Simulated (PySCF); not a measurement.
HO₄S, SMILES [O]S(=O)(=O)O (connectivity only; charge and spin as stated), charge -1, multiplicity 1.

The structure is a stationary point at PBE0-D3(BJ)/def2-SVPD. The multiplicity is an assumed one; other spin states were not compared. The isomer is the one that the SMILES or the coordinates give; other isomers of the formula were not compared. Other conformers were not sampled.

The numbers are results of M06-2X/def2-SVPD run with PySCF, not measurements.

The molecule is in vacuum.

The total energy is -699.25924 hartree, the point group is Cs and the highest occupied level is -4.31 eV. The lowest empty level is 4.24 eV and the orbital gap is 8.55 eV. The dipole moment about the centre of nuclear charge comes out as 2.47 D. The mean static polarisability comes out as 40.5 bohr³ (6.01 Å³) and the polarisability, principal values is 39.3, 40.2, 42.1 bohr³.
